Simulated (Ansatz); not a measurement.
One change: `C=C[SiH2]O[SiH3]` becomes `C=C[SiH2][AlH2]`.

Ansatz, PBE0-D4/def2-TZVP geometries, multiplicity 1. Each molecule was computed in one conformer, which needn't be the lowest.

```json
{"property": "LUMO energy (PBE0/def2-TZVPP) / eV", "`C=C[SiH2]O[SiH3]`": "-0.50"}
{"property": "LUMO energy (PBE/def2-TZVPP) / eV", "`C=C[SiH2]O[SiH3]`": "-1.52"}
{"property": "size of the dipole moment (ωB97M-V/def2-TZVPP) / D", "`C=C[SiH2]O[SiH3]`": "0.77"}
{"property": "HOMO–LUMO gap (PBE/def2-TZVPP) / eV", "`C=C[SiH2]O[SiH3]`": "5.36"}
{"property": "HOMO energy (PBE/def2-TZVPP) / eV", "`C=C[SiH2]O[SiH3]`": "-6.88"}
{"property": "HOMO–LUMO gap (B3LYP/def2-TZVPP) / eV", "`C=C[SiH2]O[SiH3]`": "7.06"}
```

Task: Give the same properties after the change, and the shifts. (Best estimate.)

Result: Computed: 
| property | `C=C[SiH2][AlH2]` | shift |
| --- | --- | --- |
| LUMO energy (PBE0/def2-TZVPP) / eV | -2.01 | -1.51 |
| LUMO energy (PBE/def2-TZVPP) / eV | -2.78 | -1.26 |
| size of the dipole moment (ωB97M-V/def2-TZVPP) / D | 0.57 | -0.20 |
| HOMO–LUMO gap (PBE/def2-TZVPP) / eV | 3.30 | -2.06 |
| HOMO energy (PBE/def2-TZVPP) / eV | -6.07 | 0.81 |
| HOMO–LUMO gap (B3LYP/def2-TZVPP) / eV | 4.70 | -2.36 |

With PBE0 the HOMO rises by 0.92 eV and the LUMO falls by 1.51 eV, so the gap narrows by about 2.43 eV. PBE moves the HOMO by 0.81 eV and ωB97M-V by 1.18 eV. The zero-point energy changes by -46.1 kJ/mol with -6 modes. Dipoles are sizes alone; their direction can turn.

B3LYP here is the variant with VWN-RPA as its local correlation; programs differ in this.
